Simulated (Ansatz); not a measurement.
Computed with Ansatz on PBE0-D4/def2-TZVP structures; ΔE is electronic, products minus reactants. CCSD(T)/CBS adds triple-zeta CCSD(T) − MP2 to the extrapolated MP2 energy (def2 sets, frozen cores). This one scheme is used for every species. DFT in def2-TZVPP. HSE06 is defined as in plane-wave codes. Each species was taken in one conformer, which may not be the lowest.

Reaction (ligand exchange at a B–O bond): `CB(O)S` + silanol → `CB(S)O[SiH3]` + H₂O

| level | ΔE (kJ/mol) |
| --- | --- |
| B97M-V | 2.1 |
| r2SCAN0-D4 | 1.1 |
| HSE06-D4 | 0.5 |
| revPBE | 9.7 |
| CAM-B3LYP | 5.2 |
| LC-ωPBE | 6.7 |
| MP2/def2-TZVPP | -0.8 |
| MP2/def2-QZVPP | -2.9 |

Problem. What does CCSD(T)/CBS give? (Estimate.)

Solution. Ansatz gave: -3.5 kJ/mol. The listed levels differ from it by 5.6, 4.6, 4.0, 13.2, 8.7, 10.2, 2.7, 0.6 kJ/mol.

Largest T1 diagnostic among the species: 0.012.

Leaving LDA and LC-ωPBE aside and taking each functional with its dispersion term where it has one, the values, not all of them listed here, spread over 7.8 kJ/mol, from BHLYP-D4 to B2PLYP. LDA lies −4.1 kJ/mol from PBE without D4. In def2-TZVPP, CCSD(T) changes the Hartree–Fock value by −3.6 kJ/mol (the triples alone add −0.7 kJ/mol) and MP2 by −3.9 kJ/mol. At CCSD(T), def2-SVP lies +9.6 kJ/mol from the extrapolated value and def2-TZVPP +3.0 kJ/mol.
